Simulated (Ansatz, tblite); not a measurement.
Cost and result up the ladder for SnH2 (3 atoms). The state is a singlet with charge 0. Geometry: r2SCAN-D4/def2-TZVP.

```xyz
3

Sn   -0.465   -0.026    0.693
H     0.925   -0.940    0.082
H    -0.460    0.966   -0.775
```

Ansatz on 4 threads of Arm Neoverse V1 on a shared host; xTB runs through tblite on one thread. Times are rough, summed over both states, and most runs start from the orbitals of an earlier one. PBE0-D4/def2-TZVP serves as the yardstick here, not as an exact answer. The other state is a doublet.

In the def2 sets Sn takes a core potential; there is no spin–orbit coupling. The xTB rows come from tblite. Correlated methods freeze 4 core orbitals; core or outer-core shells of Sn are correlated, in sets that lack core-valence functions.

Run but left out: HF/def2-TZVPP (singlet: restricted singlet, unstable towards broken spin symmetry).

Correlated methods converge slowly with the basis.

Raw xTB energies of ions are shifted by several eV.

| level | functions | wall time |
| --- | --- | --- |
| GFN2-xTB | 11 | 0.002 s |
| GFN1-xTB | 13 | 0.003 s |
| PBE-D4/def2-TZVP (with forces) | 62 | 0.8 s |
| PBE0-D4/def2-TZVP | 62 | 0.8 s |
| r2SCAN-D4/def2-TZVP | 62 | 1.7 s |
| CCSD(T)/def2-TZVPP | 78 | 2.1 s |

(1) Estimate what each level gives for the vertical IE (eV).

## Answers

(1) 
| level | vertical IE (eV) | difference from PBE0-D4/def2-TZVP (eV) | remarks |
| --- | --- | --- | --- |
| GFN2-xTB | 14.56 | 5.62 | – |
| GFN1-xTB | 15.08 | 6.14 | – |
| PBE-D4/def2-TZVP (with forces) | 8.93 | -0.01 | – |
| PBE0-D4/def2-TZVP | 8.94 | 0.00 | – |
| r2SCAN-D4/def2-TZVP | 8.92 | -0.02 | – |
| CCSD(T)/def2-TZVPP | 9.00 | 0.06 | restricted SCF unstable (singlet) |
